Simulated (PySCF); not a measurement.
Partial charges of 2-butoxyethanol

Species: 2-butoxyethanol, C₆H₁₄O₂.
Z-matrix (Å and degrees, PBE0-D3(BJ)/def2-SVP geometry), rows numbered from 1:
```
C 
C   1  1.5200
C   2  1.5223  1  113.36
C   3  1.5196  2  112.50  1   179.32
O   4  1.4021  3  114.05  2   175.20
C   5  1.4037  4  115.92  3    73.26
C   6  1.5129  5  106.37  4   167.57
O   7  1.3962  6  110.94  5   -57.03
H   1  1.1019  2  111.25  3   -59.92
H   1  1.1018  2  111.23  3    59.69
H   1  1.1004  2  111.61  3   179.90
H   2  1.1047  1  109.56  3   122.32
H   2  1.1046  1  109.57  3  -122.21
H   3  1.1040  2  110.19  1   -59.62
H   3  1.1040  2  109.24  1    56.84
H   4  1.1102  3  109.94  2   -60.54
H   4  1.1022  3  109.46  2    56.72
H   6  1.1073  5  112.13  4   -71.43
H   6  1.1092  5  110.00  4    48.70
H   7  1.1098  6  108.51  5    66.35
H   7  1.1016  6  109.71  5  -176.72
H   8  0.9665  7  104.99  6    47.42
```

Density: PBE0/pcSseg-1 (PySCF); schemes: Mulliken, IAO, Hirshfeld and ESP-fitted. One conformer (not necessarily the lowest) at the PBE0-D3(BJ)/def2-SVP geometry, without solvent, vibrations or thermal averaging.

Question: Atoms with like bonding are taken together and averaged. At which atom do the 4 schemes differ most?

Answer: At C2: from -0.295 (Mulliken) to +0.141 e (ESP-fitted), 0.436 e apart.

Question: Which atoms carry the lowest charge in the Mulliken, IAO, Hirshfeld and ESP-fitted schemes?

Answer: The schemes don't all agree: Mulliken O5 (-0.546); IAO O8 (-0.550); Hirshfeld O8 (-0.238); ESP-fitted O8 (-0.585).

Question: Which atoms carry the highest charge in the Mulliken, IAO, Hirshfeld and ESP-fitted schemes?

Answer: All schemes agree: Mulliken H22 (+0.232); IAO H22 (+0.350); Hirshfeld H22 (+0.145); ESP-fitted H22 (+0.385).

Question: Tabulate the Mulliken, IAO, Hirshfeld and ESP-fitted charges.

Answer: In e; atoms taken as equivalent share a row and are averaged (×n: the atom named and its like, n in all):

```
      atom                 environment  Mulliken     IAO  Hirshfeld  ESP-fitted
        C1               methyl carbon    -0.269  -0.406     -0.113      -0.340
        C2            chain CH2 carbon    -0.295  -0.242     -0.061      +0.141
        C3            chain CH2 carbon    -0.293  -0.265     -0.076      +0.007
        C4  sp3 carbon bound to oxygen    +0.100  -0.040     +0.006      -0.105
        O5                ether oxygen    -0.546  -0.398     -0.130      -0.284
        C6  sp3 carbon bound to oxygen    -0.004  -0.065     -0.005      -0.049
        C7      carbinol carbon (C–OH)    +0.069  -0.039     -0.005      +0.120
        O8              alcohol oxygen    -0.453  -0.550     -0.238      -0.585
H9/H10/H11             methyl hydrogen    +0.114  +0.136     +0.039      +0.081
   H12/H13          methylene hydrogen    +0.118  +0.126     +0.036      -0.012
   H14/H15          methylene hydrogen    +0.124  +0.128     +0.035      +0.035
   H16/H17          methylene hydrogen    +0.106  +0.125     +0.036      +0.081
   H18/H19          methylene hydrogen    +0.102  +0.116     +0.034      +0.072
   H20/H21          methylene hydrogen    +0.108  +0.130     +0.039      +0.058
       H22           hydroxyl hydrogen    +0.232  +0.350     +0.145      +0.385
```

Mean size of the charges over all atoms: IAO 0.182 e, Mulliken 0.169 e, ESP-fitted 0.126 e, Hirshfeld 0.057 e. Each set sums to the total charge, 0, to within 0.001 e. The IAO scheme projects the occupied orbitals on a minimal set of polarised atomic orbitals and counts the electrons in each atom's part of it.

Some averages cover members that differ in this geometry: H20/H21, ESP-fitted +0.031 to +0.084; H18/H19, ESP-fitted +0.051 to +0.092; H16/H17, IAO +0.108 to +0.141; H16/H17, ESP-fitted +0.067 to +0.095 e.

Question: How closely do the schemes follow one another over all atoms?

Answer: Correlation coefficient and root-mean-square difference: IAO with Hirshfeld 0.98, 0.148 e; Mulliken with IAO 0.95, 0.069 e; Mulliken with Hirshfeld 0.93, 0.142 e; Hirshfeld with ESP-fitted 0.88, 0.126 e; IAO with ESP-fitted 0.82, 0.127 e; Mulliken with ESP-fitted 0.72, 0.151 e.

Question: How many electrons does the ESP-fitted scheme count on O5?

Answer: Z − q = 8 − (-0.284) = 8.284.

These values come from a run that also computed NMR shieldings. Time: 46 s wall, 32 s CPU. Hardware: x86-64 server, one thread, shared host.
